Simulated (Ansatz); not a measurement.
Consider the silylene loss: `[SiH3][SnH2][SH]` → `[SH][SnH3]` + `[SiH2]`.

Gas-phase electronic energies from Ansatz, PBE0-D4/def2-TZVP geometries. CBS: MP2 limit from def2 TZ/QZ plus the TZ coupled-cluster correction, frozen cores. This one scheme is used for every species. Functionals use def2-TZVPP. Elements past krypton have def2 core potentials. For Sn outer-core shells are correlated without core-valence functions, which leaves a few kJ/mol of doubt a bond. One conformer a species, not always the lowest.

| species | ωB97M-V energy (Eh) |
| --- | --- |
| `[SiH3][SnH2][SH]` | -905.51132 |
| `[SH][SnH3]` | -614.82440 |
| `[SiH2]` | -290.58864 |

(1) Work out ΔE.

Largest T1 diagnostic among the species: 0.014.

Answers

(1) ΔE = (-614.82440) + (-290.58864) − (-905.51132) = 0.09828 Eh = +61.7 kcal/mol. CCSD(T)/CBS gives +64.3 kcal/mol.

In def2-TZVPP, CCSD(T) changes the Hartree–Fock value by +4.1 kcal/mol (the triples alone add +1.2 kcal/mol) and MP2 by +9.0 kcal/mol. The D4 term adds +3.0 kcal/mol with B3LYP and +1.7 kcal/mol with PBE0; it sums over pairs of atoms, weighted by their polarisabilities, and B3LYP, whose exchange is more repulsive, gets the larger term. Leaving LDA and LC-ωPBE aside and taking each functional with its dispersion term where it has one, the values, not all of them listed here, spread over 8.5 kcal/mol, from B97M-V to r2SCAN0-D4. LDA lies +7.0 kcal/mol from PBE without D4.

B3LYP here is the variant with VWN-RPA as its local correlation; programs differ in this.
